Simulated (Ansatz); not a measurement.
A single point on `N#CC(O)(F)[SiH3]`.

```yaml
crystal:
  periodic: [false, false, false]
  atoms:
    - {symbol: N, position_ang: [-0.508963, -2.489009, -0.906358]}
    - {symbol: C, position_ang: [-0.456786, -1.354445, -0.728491]}
    - {symbol: C, position_ang: [-0.320474, 0.086837, -0.463054]}
    - {symbol: O, position_ang: [0.454907, 0.710039, -1.409009]}
    - {symbol: F, position_ang: [-1.607063, 0.614534, -0.470825]}
    - {symbol: Si, position_ang: [0.459878, 0.422093, 1.274686]}
    - {symbol: H, position_ang: [0.164098, 0.456248, -2.294274]}
    - {symbol: H, position_ang: [0.538852, 1.893091, 1.416173]}
    - {symbol: H, position_ang: [1.798674, -0.209244, 1.301011]}
    - {symbol: H, position_ang: [-0.440023, -0.181246, 2.283243]}
basis:
  gaussian: {orbitals: def2-QZVPP}
correlation: {method: mp2}
```

```sh
$ ansatz run in.yaml --threads 4 --pin off --events-out ev --progress --plain
```

Shortened log:

```
Functional definition: HF
  name "HF"
  cite "Fock, Z. Phys. 61, 126 (1930) doi:10.1007/BF01340294"
  parent pbe
  exchange = exact_x
  correlation = 0
2902 factors; integrals over basis functions are off by at most 8.6e-4 eV
mean field evaluation 1: about -16209.5782 eV, gradient 4.6e1 eV
mean field evaluation 2: about -16209.7684 eV, gradient 4.6e1 eV
mean field evaluation 4: about -16214.4451 eV, gradient 6.2e0 eV
mean field evaluation 8: about -16214.5809 eV, gradient 4.8e-1 eV
mean field -16214.58182116 eV, -595.8748912895 hartree, gradient 2.3e-6 eV, S^2 0.000000; 0 other end points of the search recorded, 0 dependent functions left out
10 core orbitals not correlated: weight in the atoms' cores, before any rotation towards them, 1.000 or more for the frozen orbitals, at most 0.000 for the correlated occupied ones
reference -16214.58182116 eV, -595.8748912895 hartree; 17, 17 occupied and 448, 448 virtual orbitals, 2902 factors
second order -32.46025583 eV of doubles, -0.00000000 eV of singles
Total energy: -16247.04207699 eV, -597.0677836889 hartree
```

Run time 24 s (4 threads of a server CPU on a shared host); peak host memory 3 GiB.
